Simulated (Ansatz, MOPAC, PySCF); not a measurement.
Donor–acceptor adduct: GaH3 (SMILES [GaH3]) (first 4 atoms) with H2S (SMILES S); geometry from B3LYP-D3(BJ)/def2-TZVP, rigid monomers moved along the line of their centres of mass till Ga1···S5 is 2.40 Å.
(charge 0, multiplicity 1):
```xyz
7

Ga     0.5276    -0.0695     0.5202
H     -0.3462     1.1132    -0.0427
H      0.2736    -1.5335    -0.0007
H      1.8912     0.2612     1.2378
S     -0.7862    -0.3466     2.5052
H     -0.3695     0.7613     3.1420
H      0.0738    -1.1353     3.1722
```

Counterpoise-corrected where a basis set is named; no monomer relaxation. Rows marked so take none.

Rows in LANL2DZ carry no dispersion term and start afresh at each structure. LANL2DZ brings its own core potentials from Na on. The state that AM1, PM3 reach isn't checked.

Run with Ansatz (a program for electronic structure) with Gaussian orbitals; MOPAC for AM1, PM3 (differences of heats of formation); PySCF for LANL2DZ rows, the dispersion terms. Values without a source in brackets are computed.

**Question.** One of these levels gives -1592.8 meV for the interaction energy. Which one is it?
A) AM1
B) PM3
C) B3LYP/LANL2DZ (no counterpoise)
D) PBE-D3(BJ)/def2-TZVPPD

**Answer.** A, AM1. The others give -1108.8 (PM3), -503.0 (PBE-D3(BJ)/def2-TZVPPD), -126.7 (B3LYP/LANL2DZ (no counterpoise))
